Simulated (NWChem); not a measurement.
**Basis-set convergence for H₄Si₂**

```xyz
6

Si    -0.1132     1.0157     0.8444
H     -0.3803     1.8741    -0.4169
Si     0.1262    -0.8706    -0.6116
H      0.8471    -0.6325    -1.9163
H     -1.3289    -1.1521    -0.9492
H      0.6809    -2.1200     0.0223
```
Charge 0, spin multiplicity 1.

All runs are NWChem calculations. The geometry was optimised at PBE/def2-SVP, a minimum by its harmonic frequencies.

Quantity: vertical ionisation energy at the level ΔB3LYP (Δ: difference of total energies, the cation a doublet at the parent's geometry; it is the state that the SCF runs reached, from PBE0 orbitals for Hartree-Fock references, and need not be the lowest).

B3LYP has NWChem's definition, with VWN1-RPA local correlation. The Pople sets run with spherical d functions. The structure started from a generated list of species. No SCF solution was tested for a lower state.

Costs are rough ratios of processor time within this set of runs, SCF included, with 3-21G as 1.

| basis | functions | vertical ionisation energy (eV) | relative cost |
|---|---|---|---|
| 3-21G | 34 | 8.89 | 1 |
| 6-31+G* | 52 | 8.84 | under 3 |
| 6-311G** | 76 | 8.83 | under 3 |
| def2-SVPD | 80 | 8.82 | 5 |
| aug-pcseg-1 | 90 | 8.83 | 4 |
| def2-TZVP | 98 | 8.81 | 4 |
| pcseg-2 | 124 | 8.82 | 5 |
| cc-pVTZ | 124 | 8.82 | 10 |
| def2-TZVPP | 140 | 8.81 | 7 |

Smallest basis within 0.2 eV of def2-TZVPP, the largest set run: 3-21G, with 34 functions against 140 and about 10 % of the time (also within reach: 6-31+G*, 6-311G**, def2-SVPD, aug-pcseg-1, def2-TZVP, pcseg-2, cc-pVTZ). def2-TZVPP isn't the basis-set limit itself, and a small set can land close by cancellation.
